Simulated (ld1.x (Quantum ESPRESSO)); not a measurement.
Transferability test, ultrasoft potential for B (Z = 5)

B, ultrasoft, made with ld1.x (Quantum ESPRESSO) 7.5 (LDA (PZ), non-relativistic). Core [He], reference 2s2 2p1. Waves: 2s (bound): rcut 0.95, rcutus 1.25 bohr; 2s channel at 0.4 Ry: rcut 0.95, rcutus 1.25 bohr; 2p (bound): rcut 1.80, rcutus 2.35 bohr; 2p channel at 2.9 Ry: rcut 1.80, rcutus 2.35 bohr; 3d channel at 0.35 Ry: rcut 1.80, rcutus 2.10 bohr; 3d channel at 1.7 Ry: rcut 1.80, rcutus 2.10 bohr. Local part: all-electron potential smoothed inside 1.95 bohr (lloc = -1). Core correction: none. Augmentation charge: built from norm-conserving waves at rcut, not smoothed further.

Energies are relative to the spin-unpolarised reference configuration 2s2 2p1; without spin polarisation the order of configurations can differ from experiment. Spin-polarised rows fill each open shell by Hund’s rule, majority spin first.

```
   valence configuration  charge  ΔE all-electron (eV)  error AE − PS (meV)
                 2s2 2p0      +1                 8.329                  +24
               2s2 2p0.5    +0.5                 2.944                 -1.5
                 2s0 2p3       0                11.388                  +38
                 2s1 2p1      +1                14.278                  -42
               2s2 2p1.3    -0.3                -0.773                 -2.0
                 2s1 2p2       0                 5.680                 +9.1
2s2 2p1 (spin-polarised)       0                -0.235                  +25
2s1 2p0 (spin-polarised)      +2                32.898                 +210
```

Task: What are ΔE and the potential's error for 2s1 2p0?

Result: ΔE = 33.626 eV all-electron; the error (AE − PS) is +120 meV.

Levels in the configuration 2s2 2p1.3:

| level | all-electron (eV) | pseudo (eV) |
| --- | --- | --- |
| 2s | -7.007 | -6.990 |
| 2p | -1.496 | -1.483 |

A Bessel basis up to 400 Ry misses an occupied level by 0.30 Ry, so cutoffs and ghosts were not judged.
